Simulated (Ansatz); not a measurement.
`F[Si](Cl)(Cl)Cl` + `O[SiH2]O` → `O[SiH2]O[Si](F)(Cl)Cl` + HCl  (ligand exchange at the Si–Cl bond)

Isolated molecules relaxed with PBE0-D4/def2-TZVP in Ansatz; ΔE leaves out vibrations. CCSD(T)/CBS adds triple-zeta CCSD(T) − MP2 to the extrapolated MP2 energy (def2 sets, frozen cores). This one scheme is used for every species. Functionals use def2-TZVPP. B3LYP here is the variant with VWN-RPA as its local correlation; programs differ in this. Each species was taken in one conformer, which may not be the lowest.

```
             level  ΔE (kcal/mol)
            PBE-D4           -6.1
           PBE0-D4           -7.6
          B3LYP-D4           -9.9
           ωB97X-V           -8.8
     HF/def2-TZVPP          -12.5
     HF/def2-QZVPP          -13.0
SCS-MP2/def2-QZVPP           -9.5
    CCSD/CBS(def2)          -10.0
```

(1) What does CCSD(T)/CBS give? (Best estimate.)

Largest T1 diagnostic among the species: 0.011.

Answers

(1) Ansatz gave: -9.4 kcal/mol. The listed levels differ from it by 3.3, 1.8, -0.5, 0.6, -3.1, -3.6, -0.1, -0.6 kcal/mol.

In def2-TZVPP, CCSD(T) changes the Hartree–Fock value by +2.2 kcal/mol (the triples alone add +0.6 kcal/mol) and MP2 by +3.6 kcal/mol. From PBE to PBE0 (25 % exact exchange), in def2-TZVPP and without D4, ΔE moves by −1.5 kcal/mol.
